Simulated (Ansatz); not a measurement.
`C=C[SiH2][S][GeH3]` from Hartree–Fock to CCSD(T)

| atom | x (Å) | y (Å) | z (Å) |
| --- | --- | --- | --- |
| C1 | 1.7880 | 0.8337 | 0.0225 |
| C2 | 0.9159 | 0.9473 | 1.0196 |
| Si3 | -0.9297 | 0.9709 | 0.7918 |
| S4 | -1.5031 | 0.4284 | -1.1888 |
| Ge5 | -0.8192 | -1.6932 | -1.1606 |
| H6 | 1.4597 | 0.7471 | -1.0097 |
| H7 | 2.8609 | 0.8279 | 0.1915 |
| H8 | 1.2999 | 1.0327 | 2.0361 |
| H9 | -1.4765 | 2.3362 | 1.0062 |
| H10 | -1.5507 | 0.0500 | 1.7816 |
| H11 | 0.5883 | -1.8007 | -1.7656 |
| H12 | -0.8135 | -2.1976 | 0.2898 |
| H13 | -1.8201 | -2.4828 | -2.0145 |

The species carries charge 0 and has multiplicity 1. Correlated methods include outer-core shells of Ge, which these sets cover unevenly. Scalar relativity is left out up to krypton. The structure was optimised at the PBE0-D4/def2-TZVP level. It is one conformer, not always the lowest. Frozen core, restricted reference, Ansatz.

| basis | HF (Eh) | MP2 corr. | CCSD corr. | (T) | CCSD(T) total |
| --- | --- | --- | --- | --- | --- |
| def2-SVP | -2841.71076 | -0.72901 | -0.79019 | -0.02599 | -2842.52694 |
| def2-TZVPP | -2842.30504 | -0.88739 | -0.94640 | -0.04113 | -2843.29257 |
| def2-QZVPP | -2842.37079 | -1.19723 | – | – | – |
